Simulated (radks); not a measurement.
Trend from Zr to Cd: ionisation energy by Delta-SCF between NIST ground configurations, and size. All-electron calculation, Dirac Kohn-Sham, BLYP, spin-unpolarised, spherical densities, finite nucleus; open shells fill j = l - 1/2 first; Fermi nuclear charge, rms radius of each element as measured or else 0.836 A^(1/3) + 0.57 fm. Program: a radial shooting solver on a logarithmic mesh with Libxc functionals.

species  configuration  configuration of the ion  IE (eV)  NIST (eV)  kind  outermost  <r> outermost (bohr)  r at 0.001 e/bohr^3 (bohr)
Zr        [Kr] 4d2 5s2              [Kr] 4d2 5s1    7.046      6.634  exp.      5s1/2                  3.73                        5.08
Nb        [Kr] 4d4 5s1                  [Kr] 4d4    6.641      6.759  exp.      5s1/2                  3.74                        4.83
Mo        [Kr] 4d5 5s1                  [Kr] 4d5    6.914      7.092  exp.      5s1/2                  3.60                        4.72
Tc        [Kr] 4d5 5s2              [Kr] 4d5 5s1    8.105      7.119  exp.      5s1/2                  3.31                        4.76
Ru        [Kr] 4d7 5s1                  [Kr] 4d7    7.354      7.361  exp.      5s1/2                  3.39                        4.52
Rh        [Kr] 4d8 5s1                  [Kr] 4d8    7.541      7.459  exp.      5s1/2                  3.31                        4.43
Pd           [Kr] 4d10                  [Kr] 4d9    8.890      8.337  exp.      4d5/2                  1.61                        4.11
Ag       [Kr] 4d10 5s1                 [Kr] 4d10    7.873      7.576  exp.      5s1/2                  3.16                        4.27
Cd       [Kr] 4d10 5s2             [Kr] 4d10 5s1    9.319      8.994  exp.      5s1/2                  2.90                        4.39

Reference values: NIST Atomic Spectra Database (exp. = measured, semi-emp. = semi-empirical, theory = theoretical value adopted there). Spin polarisation and multiplet splitting are left out, so open shells lie too high by an amount that depends on their filling.

Beside tabulated values, note that spin-unpolarised runs miss the spin-polarisation part of the exchange energy of open shells.
